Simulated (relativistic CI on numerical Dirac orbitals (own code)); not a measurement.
## Electric-dipole transitions in Ta⁴⁴⁺

Computed by Dirac-Coulomb-Breit CI, orbitals from a KLI potential per configuration, QED by a radiative potential, unscaled Slater integrals (own radial code, finite nucleus).

Configuration list (outside the closed core [Ar]): 3d10.4s, 3d10.4p, 3d10.4d, 3d10.4f, 3d10.5s, 3d10.5p, 3d10.5d, 3d10.5f, 3d10.5g, 3d10.6s, 3d10.6p, 3d10.6d, 3d9.4s2, 3d10.6f, 3d9.4s.4p, 3d10.7s, 3d10.8s, 3d9.4s.4d, 3d9.4s.4f, 3d9.4s.5s, 3d9.4s.5p, 3d9.4s.5d, 3d9.4s.5f. Double excitations out of closed p, d and f shells are left out; levels of such configurations are missing from the list, as are those of other unlisted configurations, and high levels can miss mixing partners.

```tsv
λ vac (nm)	Lower	Upper	A (s⁻¹)	E lower (eV)	E upper (eV)
0.59323	3d10.4s 2S_1/2 [1]	3d9.4s.4f 2P°_3/2 [123]	3.66e+14	0.00	2089.99
0.59360	3d10.4s 2S_1/2 [1]	3d9.4s.4f 2P°_1/2 [122]	3.76e+14	0.00	2088.67
0.61245	3d10.4s 2S_1/2 [1]	3d9.4s.4f 2D°_3/2 [107]	1.08e+14	0.00	2024.41
0.61260	3d10.4s 2S_1/2 [1]	3d9.4s.4f 4D°_1/2 [106]	1.04e+14	0.00	2023.92
1.0452	3d10.4d 2D_3/2 [4]	3d10.6f 2F°_5/2 [23]	6.40e+12	336.77	1522.99
1.0616	3d10.4d 2D_5/2 [5]	3d10.6f 2F°_7/2 [24]	6.80e+12	356.78	1524.73
1.3632	3d10.4p 2P°_3/2 [3]	3d10.5d 2D_5/2 [12]	5.30e+12	189.20	1098.69
1.4906	3d10.4d 2D_3/2 [4]	3d10.5f 2F°_5/2 [13]	9.65e+12	336.77	1168.52
1.5220	3d10.4d 2D_5/2 [5]	3d10.5f 2F°_7/2 [14]	1.05e+13	356.78	1171.41
1.6773	3d10.4p 2P°_3/2 [3]	3d10.5s 2S_1/2 [8]	6.25e+12	189.20	928.41
1.7908	3d10.4f 2F°_5/2 [6]	3d10.5g 2G_7/2 [15]	1.91e+13	514.34	1206.68
1.8006	3d10.4f 2F°_7/2 [7]	3d10.5g 2G_9/2 [16]	1.97e+13	519.28	1207.84
2.6587	3d10.5p 2P°_3/2 [10]	3d10.6d 2D_5/2 [21]	1.30e+12	1018.82	1485.16
2.8570	3d10.5d 2D_3/2 [11]	3d10.6f 2F°_5/2 [23]	2.16e+12	1089.02	1522.99
2.9102	3d10.5d 2D_5/2 [12]	3d10.6f 2F°_7/2 [24]	2.40e+12	1098.69	1524.73
3.3328	3d10.5p 2P°_3/2 [10]	3d10.6s 2S_1/2 [17]	2.32e+12	1018.82	1390.83
3.6234	3d10.5d 2D_5/2 [12]	3d10.6p 2P°_3/2 [19]	1.08e+12	1098.69	1440.87
5.0930	3d9.4s.4p 4F°_5/2 [31]	3d9.4s.4d 4G_7/2 [73]	7.47e+11	1642.72	1886.16
5.1033	3d9.4s.4p 4F°_7/2 [27]	3d9.4s.4d 4G_9/2 [55]	7.50e+11	1580.65	1823.59
5.1287	3d10.4p 2P°_1/2 [2]	3d10.4d 2D_3/2 [4]	7.77e+11	95.02	336.77
6.2429	3d9.4s2 2D_5/2 [22]	3d9.4s.4p 2D°_5/2 [42]	6.90e+11	1492.62	1691.22
6.2578	3d9.4s2 2D_3/2 [25]	3d9.4s.4p 2D°_3/2 [49]	6.92e+11	1554.50	1752.62
6.3335	3d9.4s2 2D_5/2 [22]	3d9.4s.4p 2P°_3/2 [41]	6.55e+11	1492.62	1688.38
6.3365	3d9.4s2 2D_3/2 [25]	3d9.4s.4p 2F°_5/2 [48]	6.58e+11	1554.50	1750.16
6.3540	3d9.4s2 2D_5/2 [22]	3d9.4s.4p 2F°_7/2 [40]	6.57e+11	1492.62	1687.75
6.5529	3d10.4s 2S_1/2 [1]	3d10.4p 2P°_3/2 [3]	3.84e+11	0.00	189.20
6.9823	3d10.4d 2D_3/2 [4]	3d10.4f 2F°_5/2 [6]	2.87e+11	336.77	514.34
7.1496	3d9.4s.4p 4D°_7/2 [38]	3d9.4s.4d 4F_9/2 [63]	2.88e+11	1671.22	1844.63
7.1814	3d9.4s.4p 2F°_7/2 [45]	3d9.4s.4d 2G_9/2 [77]	3.50e+11	1731.00	1903.65
7.1885	3d9.4s.4p 4F°_9/2 [35]	3d9.4s.4d 4G_11/2 [59]	3.49e+11	1666.46	1838.93
7.3989	3d10.4p 2P°_3/2 [3]	3d10.4d 2D_5/2 [5]	3.25e+11	189.20	356.78
7.6228	3d9.4s.4d 4G_11/2 [59]	3d9.4s.4f 4H°_13/2 [91]	2.31e+11	1838.93	2001.58
7.6295	3d10.4d 2D_5/2 [5]	3d10.4f 2F°_7/2 [7]	2.37e+11	356.78	519.28
7.6785	3d9.4s.4p 2F°_7/2 [40]	3d9.4s.4d 2G_9/2 [65]	2.67e+11	1687.75	1849.21
10.842	3d10.5p 2P°_1/2 [9]	3d10.5d 2D_3/2 [11]	2.38e+11	974.66	1089.02
13.713	3d10.5s 2S_1/2 [8]	3d10.5p 2P°_3/2 [10]	1.18e+11	928.41	1018.82
15.523	3d10.5p 2P°_3/2 [10]	3d10.5d 2D_5/2 [12]	1.02e+11	1018.82	1098.69
15.595	3d10.5d 2D_3/2 [11]	3d10.5f 2F°_5/2 [13]	9.09e+10	1089.02	1168.52
17.049	3d10.5d 2D_5/2 [12]	3d10.5f 2F°_7/2 [14]	7.50e+10	1098.69	1171.41
19.632	3d10.6p 2P°_1/2 [18]	3d10.6d 2D_3/2 [20]	9.08e+10	1416.57	1479.73
24.778	3d10.6s 2S_1/2 [17]	3d10.6p 2P°_3/2 [19]	4.46e+10	1390.83	1440.87
27.992	3d10.6p 2P°_3/2 [19]	3d10.6d 2D_5/2 [21]	3.94e+10	1440.87	1485.16
28.658	3d10.6d 2D_3/2 [20]	3d10.6f 2F°_5/2 [23]	3.55e+10	1479.73	1522.99
31.335	3d10.6d 2D_5/2 [21]	3d10.6f 2F°_7/2 [24]	2.93e+10	1485.16	1524.73
34.032	3d10.5f 2F°_7/2 [14]	3d10.5g 2G_9/2 [16]	6.03e+09	1171.41	1207.84
```

Terms are leading LS components. Brackets give the number of a level in order of energy, since labels repeat. The list gives strong lines, with weight on those to low levels, without lines whose two gauges differ by over a factor of 2.5, among the lowest 123 of 227 levels, so that lines to higher ones, which can be the strongest, are missing. Levels whose partners in the same complex of configurations lie outside the list can be far off, and so can their lines. Rates are taken at the computed energies, electric ones in the length gauge.

At this charge energies of transitions that change n are usually good to better than 1 %, and those within a shell (Δn = 0) to a few per cent.

LS names give the leading component of a level, which can be under half, so a name can repeat, a term be missing and a line seem to break the LS rules.
